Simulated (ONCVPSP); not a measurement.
u(r) = r·R(r): atom against pseudo-atom (Li)

Columns: radius, all-electron u(r) and pseudo u(r) of the 2s shell (level -2.87 eV) of lithium in the configuration [He] 2s1; PBE, scalar-relativistic, ONCV scheme, ONCVPSP 4.0.1.

| r (bohr) | all-electron | pseudo |
| --- | --- | --- |
| 0.140 | -0.1484 | 0.0147 |
| 0.280 | -0.1884 | 0.0307 |
| 0.420 | -0.1709 | 0.0488 |
| 0.560 | -0.1240 | 0.0701 |
| 0.700 | -0.0631 | 0.0948 |
| 0.840 | 0.0029 | 0.1232 |
| 0.980 | 0.0688 | 0.1551 |
| 1.120 | 0.1320 | 0.1898 |
| 1.260 | 0.1906 | 0.2265 |
| 1.400 | 0.2439 | 0.2642 |
| 1.540 | 0.2916 | 0.3017 |
| 1.680 | 0.3335 | 0.3381 |
| 1.820 | 0.3703 | 0.3723 |
| 1.960 | 0.4030 | 0.4036 |
| 2.100 | 0.4314 | 0.4314 |
| 2.240 | 0.4555 | 0.4553 |
| 2.380 | 0.4752 | 0.4751 |
| 2.520 | 0.4910 | 0.4910 |
| 2.660 | 0.5030 | 0.5030 |
| 2.800 | 0.5115 | 0.5115 |
| 2.940 | 0.5168 | 0.5168 |
| 3.080 | 0.5192 | 0.5192 |
| 3.220 | 0.5189 | 0.5189 |
| 3.360 | 0.5162 | 0.5162 |
| 3.500 | 0.5113 | 0.5113 |
| 3.640 | 0.5046 | 0.5046 |

Q: How many radial nodes do the two functions have?

A: The all-electron 2s function has n − l − 1 = 1; the pseudo-wave has 0, since the states of the same l below it are removed with the core.

Q: At about which radius was the pseudo-wave matched?

A: 2.80 bohr. The columns agree to 0.0005 from 2.10 bohr on; several derivatives are matched, so the curves merge somewhat inside the radius.

Q: Is the pseudo-wave norm-conserving?

A: Yes: the ONCV scheme keeps the norm inside the radius equal to the all-electron one, which fixes the energy derivative of the logarithmic derivative at the level.
